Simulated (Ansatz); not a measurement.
`[F][GeH2][SH]`, charge 0, multiplicity 1.

(1) Give a relaxed structure at PBE0-D4/def2-TZVP (Ansatz 0.2.0). (An estimate is asked.)

Results:

(1) Ansatz gave: 
Z-matrix (Å, degrees):
```
Ge
S 1 2.200
F 1 1.741 2 109.3
H 1 1.532 2 112.0 3 -116.0
H 1 1.530 2 107.9 3 115.4
H 2 1.343 1 94.0 3 77.5
```
